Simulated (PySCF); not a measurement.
Identify the compound

An unknown has the formula C₅H₈O₃Si. Its calculated NMR data are:

1H NMR (400 MHz, computed): δ 5.27 (q, 1H), 3.96 (s, 3H), 2.26 (s, 1H), 0.36 (d, 3H).

13C{1H} NMR (computed): δ 156.3 (C), 81.5 (CH), 80.2 (C), 53.1 (CH3), -0.7 (CH3).

- geometry from GFN2-xTB
- GIAO PBE0/pcSseg-1 shieldings
- code: PySCF 2.14.0 with density-fitted response routines
- non-relativistic, a single conformation, isolated molecule, rapidly exchanging positions averaged

δ = σ(ref) − σ, references computed at the same level: 1H (σ = 31.72 ppm) and 13C (σ = 186.93 ppm) against TMS.

**Question.** What is the structure?

**Answer.** 
- The formula gives 3 degrees of unsaturation (no ring in the answer).
- 5 carbon signals for 5 carbons: no two carbons are equivalent.
- Carbon types of the structure: 2 × C, 1 × CH, 2 × CH3, leaving 1 H on heteroatoms.
- δC 156.3: carbonyl carbon.
- δC 81.5: terminal alkyne carbon; the triple bond shields along its axis, which puts it between sp3 and sp2 carbons.
- δC 80.2: alkyne carbon; sp carbons lie upfield of alkene carbons because the cylindrical π system leaves one tensor component strongly shielded.
- δC -0.7: methyl carbon bonded to Si; an electropositive neighbour leaves it electron-rich and shielded.
- δH 3.96: hydrogen on a methyl carbon bonded to O; its carbon carries O, hence the downfield position.
- δH 2.26: hydrogen on a terminal alkyne carbon; it lies on the axis of the triple bond, in its shielding cone.
- δH 0.36: hydrogen on a methyl carbon bonded to Si; an electropositive neighbour shields it, as in TMS itself.

The compound is `CO[Si@H](OC(C#C)=O)C`.

The data come from this structure; uniqueness wasn't tested.

Shifts are as computed. Against solution values, carbons near 30 ppm lie about +3 ppm off and those near 130 ppm about +5 ppm. Of 1309 compounds with measured shifts, 239 miss one by over three times the rms of a fit or turn the order of signals round; such compounds aren't used in these exercises. No couplings were computed; multiplicities are counted from neighbouring protons, with m where these are inequivalent, close in shift, in a saturated or five-membered ring or joined by F or P, and br s for small geminal =CH2 splittings.
